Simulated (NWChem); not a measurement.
## Polarisability of FIn

```
In
F 1 2.0049
```
Charge 0, spin multiplicity 1.

Program: NWChem. Structure: optimised with B3LYP/def2-SVP with def2 effective core potentials on In, a minimum by its harmonic frequencies.

Basis set: def2-SVPD. The field's frequency is 0.0773 Ha (589 nm).

Effective core potentials replace the inner electrons of In; spin-orbit coupling is left out. The correlated methods keep 5 core orbitals frozen. B3LYP has NWChem's definition, with VWN1-RPA local correlation. The structure started from a generated list of species. No row is a measurement; the coupled-cluster row has its own basis-set and correlation limits.

| method | isotropic polarisability (bohr³) |
|---|---|
| B3LYP | (withheld) |
| PBE | 44.65 |
| LDA (SVWN5) | (withheld) |
| CCSD linear response | (withheld) |
| HF | (withheld) |

Fill in the missing entries.


- B3LYP, isotropic polarisability (bohr³): 43.36
- LDA (SVWN5), isotropic polarisability (bohr³): 42.65
- CCSD linear response, isotropic polarisability (bohr³): 47.28
- HF, isotropic polarisability (bohr³): 48.12
